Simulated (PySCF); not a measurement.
SMILES COC(=O)C[CH2][GeH3] (C₄H₁₀GeO₂), GFN2-xTB optimised geometry.

```
17

C      2.72    -1.51     0.03
O      2.09    -0.24     0.00
C      0.76    -0.24     0.00
O      0.10    -1.25     0.01
C      0.18     1.15     0.00
C     -1.16     1.16    -0.72
Ge    -2.39    -0.28    -0.13
H      2.37    -2.13    -0.79
H      3.79    -1.32    -0.05
H      2.50    -2.02     0.97
H      0.90     1.84    -0.43
H      0.03     1.42     1.05
H     -1.64     2.13    -0.56
H     -0.99     1.07    -1.80
H     -2.26    -0.57     1.32
H     -3.79     0.27    -0.31
H     -2.35    -1.53    -0.93
```

Density from CAM-B3LYP/def2-SVP (PySCF) at that geometry.

Minimum of the electron density along straight lines between bonded atoms, close to the bond critical point (lines longer than 1.1 times the sum of covalent radii, or with two minima, are not listed):

```
bond     length / Å  ρ at the minimum / e bohr⁻³  ∇²ρ there / e bohr⁻⁵  position (fraction from the first atom)
-------  ----------  ---------------------------  --------------------  ---------------------------------------
C1–O2         1.423                        0.244                 -0.30                                     0.34
O2–C3         1.330                        0.311                   ___                                     0.67
C3–O4         1.206                          ___                  0.27                                     0.33
C3–C5         1.502                        0.265                 -0.67                                     0.53
C5–C6         1.521                        0.244                   ___                                     0.51
C6–Ge7        1.988                        0.123                  0.04                                     0.54
C1–H8         1.091                        0.284                 -1.11                                     0.65
C1–H9         1.087                        0.286                 -1.13                                     0.65
C1–H10        1.092                        0.283                 -1.11                                     0.65
C5–H11        1.092                        0.278                 -1.04                                     0.64
C5–H12        1.094                        0.274                 -1.00                                     0.63
C6–H13        1.091                        0.274                 -1.00                                     0.63
C6–H14        1.091                        0.274                 -0.99                                     0.63
Ge7–H15       1.491                        0.143                  0.09                                     0.59
Ge7–H16       1.513                        0.137                  0.09                                     0.59
Ge7–H17       1.486                        0.145                  0.09                                     0.59
```

Problem. Fill in the missing entries.

Solution. 
- O2–C3, ∇²ρ there / e bohr⁻⁵: -0.35
- C3–O4, ρ at the minimum / e bohr⁻³: 0.418
- C5–C6, ∇²ρ there / e bohr⁻⁵: -0.55
